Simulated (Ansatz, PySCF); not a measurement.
Pair of molecules: CH3F (SMILES CF) (first 5 atoms) with CH6Si (SMILES C[SiH3]); geometry from B3LYP-D3(BJ)/def2-TZVP, rigid monomers moved along the line of their centres of mass till F2···Si7 is 5.85 Å.
(charge 0, multiplicity 1):
```xyz
13

C     -0.682     0.493    -0.302
F      0.316    -0.271     0.299
H     -0.489     0.532    -1.374
H     -1.645     0.023    -0.105
H     -0.657     1.495     0.126
C      1.256    -1.129     6.157
Si    -0.147     0.111     6.118
H      2.121    -0.720     6.682
H      1.559    -1.385     5.141
H      0.952    -2.044     6.668
H     -0.568     0.467     7.497
H     -1.332    -0.439     5.413
H      0.258     1.363     5.434
```

Counterpoise-corrected where a basis set is named; no monomer relaxation.

Frozen-core correlation.

Programs: Ansatz (Gaussian orbitals); PySCF for the dispersion terms. 

PBE/def2-TZVPPD gives -0.14 kcal/mol for the interaction energy.

Task: How do the other levels lie against it? Give each less PBE: PBE-D3(BJ)/def2-TZVPPD, r2SCAN/def2-TZVPPD, B3LYP/def2-TZVPPD, wB97M-V/def2-TZVPPD, MP2/aug-cc-pV(D+d)Z, CCSD(T)/aug-cc-pV(D+d)Z.

Result: PBE-D3(BJ)/def2-TZVPPD -0.07; r2SCAN/def2-TZVPPD 0.00; B3LYP/def2-TZVPPD 0.02; wB97M-V/def2-TZVPPD -0.08; MP2/aug-cc-pV(D+d)Z -0.07; CCSD(T)/aug-cc-pV(D+d)Z -0.07 kcal/mol. 2 of 6 lie above PBE; the widest gap is to wB97M-V/def2-TZVPPD.

Ansatz is an electronic-structure program.
